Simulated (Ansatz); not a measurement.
`[CH3][GeH2][Se]C` + `C[O][GeH2][OH]` → `C[Se][GeH2][OH]` + `C[O][GeH2][CH3]`  (redistribution)

Gas-phase electronic energies from Ansatz, PBE0-D4/def2-TZVP geometries. CBS: MP2 limit from def2 TZ/QZ plus the TZ coupled-cluster correction, frozen cores. Functionals use def2-TZVPP. B3LYP here is the variant with VWN-RPA as its local correlation; programs differ in this. For Ge, Se outer-core shells are correlated without core-valence functions, which leaves a few kJ/mol of doubt a bond. Scalar relativity is left out up to krypton. Each species was taken in one conformer, which may not be the lowest.

```csv
level,ΔE (kJ/mol)
B3LYP-D4,-1.7
HF/def2-TZVPP,1.8
```

(1) What does CCSD(T)/CBS give? (An estimate is asked.)

Largest T1 diagnostic among the species: 0.012.

Answers

(1) Computed: +0.3 kJ/mol. The listed levels differ from it by -2.0, 1.5 kJ/mol.
